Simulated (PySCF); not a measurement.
A series of substituents X on one scaffold: SiH2Cl-X. Isolated molecules, 0 K electronic values unless said otherwise. One relaxed conformer stands for each flexible species; it need not be the lowest. Strings in code marks are SMILES. In the def2 sets, heavy atoms carry core potentials. All members: neutral, multiplicity 1. Level: PBE0-D4/def2-TZVP (PySCF), beside PBE-D3(BJ)/def2-TZVP // PBE0-D4/def2-TZVP (PySCF) at the same geometries.  Orbital energies are measured against the vacuum level.

| species | LUMO, PBE (eV) | LUMO, PBE0-D4 (eV) |
|---|---|---|
| `Cl[SiH2]I` | -1.75 | -0.90 |
| `C#C[SiH2]Cl` | -1.74 | -0.81 |
| `NC(=O)[SiH2]Cl` (H–N–C–Si torsion 0°, O–C–Si–Cl torsion -180°) | -1.53 | withheld |
| `OB(O)[SiH2]Cl` | -1.42 | -0.56 |
| `Cl[SiH2][GeH3]` | -1.29 | -0.44 |
| `N#CC[SiH2]Cl` (C–C–Si–Cl torsion 180°) | -1.27 | -0.33 |
| `Cl[SiH2]Br` | -1.24 | -0.32 |

Problem. Fit y = a + b·x, y being the LUMO at the first level, to the 6 complete rows by least squares, with x = the PBE value in eV. Give a, b and the rms residual, and predict the withheld value.

Solution. Means of the 6 rows: x̄ = -1.4517, ȳ = -0.56 eV. Σ(x − x̄)² = 0.27708 and Σ(x − x̄)(y − ȳ) = 0.2855, so b = 1.030 and a = ȳ − b·x̄ = 0.935 eV. The rms residual is 0.038 eV. At x = -1.53 the line gives -0.64 eV. The run for `NC(=O)[SiH2]Cl` (H–N–C–Si torsion 0°, O–C–Si–Cl torsion -180°) gave -0.52 eV, so the line is off by 0.12 eV, more than twice the rms residual.

Codes: PySCF.
